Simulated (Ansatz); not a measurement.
Cost and result for the atomization energy of C₂H₉InSi (`[CH3][In]([CH3])[SiH3]`) (13 atoms, 12 bonds).

Cartesian coordinates in Å:
```
C -1.367 -0.892 1.527
In -0.002 -0.132 0.032
C 0.975 -1.576 -1.248
Si 0.402 2.405 -0.254
H -1.713 -0.111 2.204
H -2.235 -1.337 1.033
H -0.881 -1.679 2.110
H 1.744 -1.120 -1.870
H 0.231 -2.044 -1.898
H 1.427 -2.365 -0.643
H 0.226 3.166 1.016
H -0.574 2.968 -1.234
H 1.765 2.717 -0.774
```

Charge 0, multiplicity 1. Correlated methods include outer-core shells of In, which these sets cover unevenly. In: def2 effective core potential. Geometry: relaxed with PBE0-D4/def2-TZVP. Program: Ansatz. All runs use 4 threads of an AMD EPYC 9R45 on a shared host. Times are those of one run each, without the atoms' runs, and a repeat can differ threefold. Electronic energies, without spin–orbit coupling; frozen cores. CCSD(T)/CBS adds CCSD(T) − MP2 in def2-TZVPP to the MP2 limit, and its time is that of the two runs behind it. T1 = 0.012. With those shells the extrapolation isn't a true limit. B3LYP takes the VWN-RPA correlation (the form of Gaussian; ORCA's B3LYP/G).

CCSD(T)/CBS is a level of theory with its own doubt, some kJ/mol a heavy atom from the limit and from the frozen cores, so smaller differences don't rank the functionals.

```json
{"level": "BLYP-D4/def2-TZVPP", "functions": "280", "wall time": "1.3 s"}
{"level": "PBE0-D4/def2-TZVPP", "functions": "280", "wall time": "1.7 s"}
{"level": "BHLYP-D4/def2-TZVPP", "functions": "280", "wall time": "1.7 s"}
{"level": "CAM-B3LYP-D4/def2-TZVPP", "functions": "280", "wall time": "1.9 s"}
{"level": "r2SCANh-D4/def2-TZVPP", "functions": "280", "wall time": "2.5 s"}
{"level": "B3LYP-D4/def2-TZVPP (with forces)", "functions": "280", "wall time": "2.7 s"}
{"level": "B2PLYP/def2-TZVPP", "functions": "280", "wall time": "3 s"}
{"level": "CCSD(T)/def2-SVP", "functions": "117", "wall time": "3.1 s"}
{"level": "ωB97X-V/def2-TZVPP", "functions": "280", "wall time": "4 s"}
{"level": "ωB97M-V/def2-TZVPP (with forces)", "functions": "280", "wall time": "6 s"}
{"level": "MP2/def2-QZVPP", "functions": "536", "wall time": "12 s"}
{"level": "CCSD(T)/def2-TZVPP", "functions": "280", "wall time": "110 s"}
{"level": "CCSD(T)/CBS(def2)", "functions": "–", "wall time": "120 s"}
```

(1) What atomization energy does each give, and how far from CCSD(T)/CBS? (Estimate.)

## Answers

(1) The calculation gave: 
| level | atomization (kJ/mol) | difference from CCSD(T)/CBS | per bond |
| --- | --- | --- | --- |
| BLYP-D4/def2-TZVPP | 4097.2 | -71.3 | -5.9 |
| PBE0-D4/def2-TZVPP | 4139.7 | -28.8 | -2.4 |
| BHLYP-D4/def2-TZVPP | 4086.2 | -82.3 | -6.9 |
| CAM-B3LYP-D4/def2-TZVPP | 4163.6 | -4.9 | -0.4 |
| r2SCANh-D4/def2-TZVPP | 4146.2 | -22.3 | -1.9 |
| B3LYP-D4/def2-TZVPP (with forces) | 4142.5 | -26.0 | -2.2 |
| B2PLYP/def2-TZVPP | 4099.2 | -69.3 | -5.8 |
| CCSD(T)/def2-SVP | 3941.7 | -226.8 | -18.9 |
| ωB97X-V/def2-TZVPP | 4176.2 | 7.7 | 0.6 |
| ωB97M-V/def2-TZVPP (with forces) | 4163.1 | -5.4 | -0.4 |
| MP2/def2-QZVPP | 4115.9 | -52.6 | -4.4 |
| CCSD(T)/def2-TZVPP | 4081.0 | -87.5 | -7.3 |
| CCSD(T)/CBS(def2) | 4168.5 | 0.0 | 0.0 |

In def2-TZVPP, CCSD(T) changes the Hartree–Fock value by +940.3 kJ/mol (the triples alone add +43.0 kJ/mol) and MP2 by +923.4 kJ/mol; breaking electron pairs costs correlation energy, which Hartree–Fock lacks. From BLYP to BHLYP (50 % exact exchange), in def2-TZVPP and without D4, the atomization energy moves by +4.7 kJ/mol. At CCSD(T), def2-SVP lies −226.8 kJ/mol from the extrapolated value and def2-TZVPP −87.5 kJ/mol: correlation converges slowly with the basis, and small sets miss more of it in the bonded molecule than in its fragments.

Spin–orbit coupling would lower the free In atoms strongly, and the atomization energy with them, by more than many differences here.
